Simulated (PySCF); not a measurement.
Spectrum to structure. Computed with PySCF 2.14.0, density-fitted response routines, TDDFT wB97X-D/def2-SVPD, vertical, gas phase, core orbitals frozen in the response. Geometries: PBE0-D3(BJ)/def2-SVP, one conformer each.

| state | λ (nm) | f |
| --- | --- | --- |
| S1 | 190.2 | 0.259 |
| S2 | 183.9 | 0.022 |
| S3 | 177.3 | 0.0046 |
| S4 | 161.4 | 0.020 |
| S5 | 150.5 | 0.0008 |
| S6 | 146.7 | 0.025 |
| S7 | 145.5 | 0.016 |
| S8 | 143.3 | 0.013 |
| S9 | 140.3 | 0.0026 |
| S10 | 135.1 | 0.0052 |

Orbital energies (eV): HOMO-3 -12.43, HOMO-2 -12.35, HOMO-1 -11.72, HOMO -8.89, LUMO 1.80, LUMO+1 2.04, LUMO+2 2.55.

Question: Which candidate is it? All have the formula C5H4F4O2.
A. `C1([C@H](F)COC=1OC(F)F)F`
B. `O=C([C@@H]1OC[C@@H]1F)C(F)(F)F`
C. `F[C@H]1C=C(OC(F)(F)F)CO1`
D. `C(F)[C@@H]1C(=O)[C@H](C(F)(F)F)O1`
E. `O=C1CO[C@@H]1[C@H](F)C(F)(F)F`

Answer: A. Its S1 lies at 6.52 eV; the nearest of the others has S1 at 7.12 eV. S1 is HOMO→LUMO (90%). Löwdin shares by element: HOMO carbon 51% or more, oxygen 18% or more, fluorine 13% or more (atoms not listed hold the other 18%); LUMO carbon 52% or more, fluorine 8% or more (atoms not listed hold the other 40%). At the same level the other candidates give, for their lowest levels:
- `O=C1[C@H](C(F)(F)F)O[C@@H]1CF`: 286 nm (f 0.000); 209 nm (f 0.005); 164 nm (f 0.001); 156 nm (f 0.002); 154 nm (f 0.009); T1 3.81 eV; HOMO -10.54, LUMO -0.19 eV
- `F[C@H]1C=C(OC(F)(F)F)CO1`: 174 nm (f 0.284); 167 nm (f 0.024); 156 nm (f 0.010); 153 nm (f 0.007); 151 nm (f 0.002); T1 4.53 eV; HOMO -9.88, LUMO 1.33 eV
- `O=C([C@@H]1OC[C@@H]1F)C(F)(F)F`: 303 nm (f 0.000); 208 nm (f 0.007); 178 nm (f 0.041); 170 nm (f 0.027); 161 nm (f 0.001); T1 3.53 eV; HOMO -10.08, LUMO -0.28 eV
- `O=C1CO[C@@H]1[C@H](F)C(F)(F)F`: 282 nm (f 0.000); 203 nm (f 0.005); 159 nm (f 0.003); 158 nm (f 0.005); 157 nm (f 0.001); T1 3.88 eV; HOMO -10.10, LUMO 0.33 eV

The values belong to the conformer `[F:1][C:2]1=[C:3]([O:4][CH:5]([F:6])[F:7])[O:8][CH2:9][C@H:10]1[F:11]`: C2–C3–O4–C5 -147°, C3–O4–C5–F6 -175°.
Triplets come from the Tamm–Dancoff approximation.
